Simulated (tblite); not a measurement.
Input of a run (GFN2-xTB geometry optimisation, gas phase (tblite 0.8.0)), started from a force field or distance geometry:
```
{"job": {"kind": "relax", "xc": "GFN2-xTB", "basis": "xTB"}, "charge": 0, "multiplicity": 2}
C      1.584800     1.019700     0.950100
C      0.975000    -0.203900     0.246700
C      1.991300    -0.614300    -0.801900
C     -0.333000     0.217200    -0.317700
C     -1.301800     0.703700     0.780400
C     -2.593100     0.543000     0.023800
N     -2.496300    -0.373600    -0.853400
C     -1.164100    -0.953300    -0.821900
H      1.142300     1.097600     1.985600
H      2.672700     0.809000     1.051500
H      0.889100    -1.017900     0.983400
H      2.330600    -1.636100    -0.571700
H      2.869700     0.071600    -0.740400
H      1.596400    -0.502300    -1.841900
H     -0.248300     1.028700    -1.057600
H     -1.301600     0.016400     1.671600
H     -1.074200     1.743600     1.028000
H     -3.494100     1.142400     0.217700
H     -0.846500    -1.282900    -1.830600
H     -1.204100    -1.797900    -0.104600
```

Output (eV, eV/Å):
```
step      E/eV     max force
  0    -650.09413    3.498
  1    -650.46436    2.027
  2    -650.66993    1.015
  3    -650.75730    0.988
  4    -650.84598    0.642
  5    -650.88765    0.697
  6    -650.93653    0.533
  7    -650.96306    0.446
  8    -650.98120    0.293
  9    -650.99171    0.237
 10    -651.00031    0.273
 11    -651.00825    0.244
 12    -651.01563    0.216
 13    -651.02245    0.207
 14    -651.02981    0.234
 15    -651.03822    0.269
 16    -651.04674    0.187
 17    -651.05383    0.164
 18    -651.05935    0.149
 19    -651.06394    0.207
 20    -651.06804    0.167
 21    -651.07141    0.143
 22    -651.07412    0.116
 23    -651.07680    0.135
 24    -651.07963    0.135
 25    -651.08239    0.111
 26    -651.08523    0.130
 27    -651.08865    0.151
 28    -651.09297    0.215
 29    -651.09803    0.194
 30    -651.10355    0.190
 31    -651.10967    0.200
 32    -651.11708    0.223
 33    -651.12627    0.313
 34    -651.13527    0.262
 35    -651.14106    0.275
 36    -651.14901    0.271
 37    -651.15528    0.314
 38    -651.16113    0.183
 39    -651.16672    0.149
 40    -651.17325    0.198
 41    -651.17750    0.152
 42    -651.18316    0.183
 43    -651.18906    0.240
 44    -651.19292    0.269
 45    -651.19854    0.161
 46    -651.20219    0.119
 47    -651.20455    0.127
 48    -651.20792    0.153
 49    -651.21073    0.141
 50    -651.21391    0.169
 51    -651.21708    0.150
 52    -651.21840    0.150
 53    -651.22003    0.171
 54    -651.22174    0.069
 55    -651.22285    0.062
 56    -651.22397    0.090
 57    -651.22555    0.096
 58    -651.22777    0.101
 59    -651.23034    0.110
 60    -651.23274    0.098
 61    -651.23480    0.112
 62    -651.23595    0.210
 63    -651.23817    0.143
 64    -651.24022    0.087
 65    -651.24219    0.066
 66    -651.24340    0.109
 67    -651.24464    0.118
 68    -651.24659    0.114
 69    -651.24828    0.092
 70    -651.24951    0.084
 71    -651.25061    0.078
 72    -651.25181    0.075
 73    -651.25315    0.070
 74    -651.25457    0.099
 75    -651.25605    0.082
 76    -651.25746    0.068
 77    -651.25838    0.060
 78    -651.25934    0.058
 79    -651.26015    0.068
 80    -651.26093    0.067
 81    -651.26179    0.101
 82    -651.26275    0.084
 83    -651.26382    0.085
 84    -651.26482    0.081
 85    -651.26581    0.082
 86    -651.26684    0.065
 87    -651.26769    0.065
 88    -651.26826    0.055
 89    -651.26867    0.060
 90    -651.26908    0.056
 91    -651.26952    0.046
 92    -651.26985    0.031
 93    -651.27003    0.032
 94    -651.27015    0.023
 95    -651.27023    0.021
 96    -651.27031    0.019
 97    -651.27040    0.028
 98    -651.27047    0.028
 99    -651.27055    0.023
100    -651.27064    0.021
101    -651.27073    0.023
102    -651.27082    0.022
103    -651.27091    0.024
104    -651.27104    0.027
105    -651.27121    0.026
106    -651.27139    0.030
107    -651.27155    0.031
108    -651.27168    0.029
109    -651.27183    0.028
110    -651.27202    0.028
111    -651.27222    0.030
112    -651.27242    0.033
113    -651.27263    0.036
114    -651.27286    0.043
115    -651.27317    0.044
116    -651.27367    0.046
117    -651.27418    0.042
118    -651.27441    0.095
119    -651.27465    0.037
120    -651.27492    0.028
121    -651.27517    0.052
122    -651.27532    0.045
123    -651.27548    0.019
124    -651.27556    0.017
125    -651.27558    0.018
126    -651.27560    0.017
127    -651.27562    0.008
```

Q: Summarise the run.

A: The energy falls by 1.181 eV over 127 L-BFGS steps, the largest force on an atom goes from 3.50 to 0.008 eV/Å, and the atoms move by 0.662 Å rms after alignment. The bond that changes most is C1–C2 (ends: carbon bonded to C and 2 H; carbon bonded to 3 C and H), which shortens by 0.062 Å. Bonds longer at the end by more than 0.005 Å: 3 of 20; shorter: 15. Among the angles that change most is C2–C1–H10, from 106.2° to 119.6°. Among the dihedrals that turn most is H10–C1–C2–H11, from 77° to -175°. The energy never rose by more than 1e-5 eV on the way. The first step brought 31 % of the lowering.

Q: What are the final bond lengths?

A: C1–C2 1.475 Å, C2–C3 1.541 Å, C2–C4 1.544 Å, C4–C5 1.541 Å, C5–C6 1.500 Å, C6=N7 1.257 Å, N7–C8 1.441 Å, C4–C8 1.553 Å, C1–H9 1.072 Å, C1–H10 1.073 Å, C2–H11 1.095 Å, C3–H12 1.087 Å, C3–H13 1.088 Å, C3–H14 1.087 Å, C4–H15 1.092 Å, C5–H16 1.092 Å, C5–H17 1.091 Å, C6–H18 1.079 Å, C8–H19 1.092 Å, C8–H20 1.093 Å. Numbering counts from 1 in the input's order; the species is `[CH2][C@H](C)[C@@H]1CC=NC1` [radical].

Its lowest GFN2-xTB frequency is 18i cm⁻¹, too small to tell a flat minimum from a shallow saddle.

One conformer stands for the species.

The numbers are calculated, not measured.
